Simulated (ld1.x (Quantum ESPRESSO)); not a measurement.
Transferability test, RRKJ potential for germanium (Ge)

* Element: germanium (Ge)
* Generator: ld1.x (Quantum ESPRESSO) 7.5
* Type: norm-conserving RRKJ (Kleinman–Bylander form)
* Functional: PBE
* Relativity: scalar-relativistic
* Frozen core: [Ar] 3d10
* Valence charge: 4
* Reference configuration: 4s2 4p2
* Partial waves: 4p (bound): rc 2.45 bohr; 4s (bound): rc 1.70 bohr
* Local potential: the s channel
* Core correction: Bessel-smoothed model core, default radius (core density twice the valence density)
* rho0: 0.001

Energies are relative to the spin-unpolarised reference configuration 4s2 4p2; without spin polarisation the order of configurations can differ from experiment.

Give the all-electron excitation energy and the error of the potential for: 4s2 4p1; 4s2 4p0; 4s1 4p0; 4s2 4p1.5; 4s2 4p2.3; 4s1 4p2; 4s1 4p3.

```json
{"valence configuration": "4s2 4p1", "charge": "+1", "ΔE all-electron (eV)": "7.444", "error AE − PS (meV)": "-5.3"}
{"valence configuration": "4s2 4p0", "charge": "+2", "ΔE all-electron (eV)": "22.883", "error AE − PS (meV)": "-39"}
{"valence configuration": "4s1 4p0", "charge": "+3", "ΔE all-electron (eV)": "57.674", "error AE − PS (meV)": "-241"}
{"valence configuration": "4s2 4p1.5", "charge": "+0.5", "ΔE all-electron (eV)": "2.802", "error AE − PS (meV)": "-1.1"}
{"valence configuration": "4s2 4p2.3", "charge": "-0.3", "ΔE all-electron (eV)": "-0.884", "error AE − PS (meV)": "0.0"}
{"valence configuration": "4s1 4p2", "charge": "+1", "ΔE all-electron (eV)": "16.160", "error AE − PS (meV)": "-32"}
{"valence configuration": "4s1 4p3", "charge": "0", "ΔE all-electron (eV)": "7.972", "error AE − PS (meV)": "-15"}
```
